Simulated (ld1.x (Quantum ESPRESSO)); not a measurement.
The numbers below are computed, except where a source is named.
**Hardness and transferability of assorted potentials**

Generated with ld1.x 7.5 (TM, RRKJ, ultrasoft, PAW), atompaw 4.2 or ONCVPSP 4.0.1. The cutoff is in Ry: for ld1.x and atompaw files where the sum of valence levels is converged to 10 mRy in a Bessel basis, for ONCV files where the hardest occupied wave has 1 mHa per electron of residual kinetic energy. The error is the largest all-electron minus pseudo excitation energy over each file’s own four to seven test configurations (ionisations up to +4, promotions, holes and added fractions of an electron), all of which were solved. The labels leave out finer settings (local radius, basis sizes, second energies), which also bear on the numbers. Spin-polarised tests are not counted. The rows are a selection from randomly drawn settings: files with unsolved tests, undetermined cutoffs or missed reference levels are left out.

A true bound ghost makes a file unfit for plane-wave use even where its test errors are small: the radial tests pick states by their node count and pass the ghost by.

| element | potential | cutoff (Ry) | largest error (meV) | bound ghosts |
| --- | --- | --- | --- | --- |
| In | RRKJ, PBEsol, scalar-relativistic, rc 1.80/2.24/1.30 (spd), local s, core correction yes, reference 4d10 5s2 5p1 | 80 | -293 | none |
| I | TM, PBEsol, scalar-relativistic, rc 2.08/1.80/1.95 (spd), local s, core correction yes, reference 5s1.75 5p5.25 | 30 | -102 | d |
| Xe | RRKJ, PBEsol, scalar-relativistic, rc 1.45/1.50/1.20 (spd), local s, core correction yes, reference 4d10 5s2 5p6 | 110 | -335 | none |
| Ta | PAW, PBE, scalar-relativistic, rc 2.80/2.95/2.45 (spd), local smoothed, core correction yes, reference 5d3 6s1 6p0 | 15 | -219 | none |
| Ta | TM, PBEsol, scalar-relativistic, rc 2.45/2.20/2.60 (spd), local p, core correction no, reference 5p6 5d2 6s0 6p0 | 25 | +312 | s |
| Ir | RRKJ, PBE, fully relativistic, rc 2.68/5.22/3.08 (spd), local s, core correction no, reference 5d7 6s2 6p0 | 18 | +132 | none |

(1) Fill in the row for Be: RRKJ, PBE, scalar-relativistic, rc 1.80/4.20/3.30 (spd), local p, core correction yes, reference 2s2 2p0.

## Answers

(1) cutoff 15 Ry, largest error -221 meV, bound ghosts: none.
